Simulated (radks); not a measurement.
The numbers below are computed, except where a source is named.
Task: These are the eigenvalues of the occupied orbitals of an atom or ion with whole-number occupations (hartree). Level of theory: scalar-relativistic Kohn-Sham, PBE, spin-unpolarised, spherical densities, point nucleus (a radial shooting solver on a logarithmic mesh with Libxc functionals).

| orbital | eigenvalue |
|---|---|
| 1s | -83.88001 |
| 2s | -18.36192 |

Which element is it, and in what charge state? The configuration may be excited.

Result: Z = 14, silicon, charge +11: Si11+ in [He] 2s1. The 1s level, -83.88 hartree, gives Z - s = 13.0 by -(Z - s)^2/2, which with screening and relativity narrows Z to a few neighbours, and the depths must fix Z and the occupations together.
